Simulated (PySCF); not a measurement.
C3H9BFN, SMILES CCNB(C)F. Atoms are numbered in the order given.

```xyz
15

C     -2.3763     0.7010     0.1924
C     -1.4126    -0.0519    -0.7228
N     -0.3256    -0.6907    -0.0031
B      0.9987    -0.2484     0.1483
C      1.6299     1.0458    -0.4972
F      1.7985    -1.0194     0.9271
H     -2.8237     0.0229     0.9377
H     -3.1956     1.1593    -0.3846
H     -1.8461     1.4976     0.7383
H     -1.9653    -0.8112    -1.3037
H     -0.9823     0.6411    -1.4611
H     -0.5918    -1.5257     0.5102
H      2.0410     1.6879     0.3000
H      2.4825     0.7624    -1.1372
H      0.9340     1.6489    -1.0976
```

Geometry optimised at ωB97X-D3(BJ)/def2-SVP. This is a generated structure with no PubChem entry under its InChIKey; it may be hypothetical. One conformer was computed; it need not be the lowest.

The numbers are results of B3LYP/pcSseg-1 in PySCF, not measurements.

GIAO shieldings, no solvent; atoms listed in one row are averaged. δ = σ(ref) − σ: ¹³C against TMS (σ = 181.3 ppm); ¹⁵N against NH3 (σ = 265.5 ppm); ¹¹B against BF3 (σ = 86.3 ppm); ¹⁹F against CFCl3 (σ = 161.7 ppm); ¹H against TMS (σ = 31.68 ppm), references at their B3LYP-D3(BJ)/def2-TZVP geometries, non-relativistic.

Computed chemical shifts:
```csv
nucleus,atoms,count,δ (ppm)
¹³C,C2,1,43.5
¹³C,C1,1,25.0
¹³C,C5,1,-2.8
¹⁵N,N3,1,118.3
¹¹B,B4,1,22.1
¹⁹F,F6,1,-114.7
¹H,H12,1,3.41
¹H,H11,1,3.32
¹H,H10,1,3.13
¹H,"H7, H8, H9",3,1.39
¹H,"H13, H14, H15",3,0.53
```
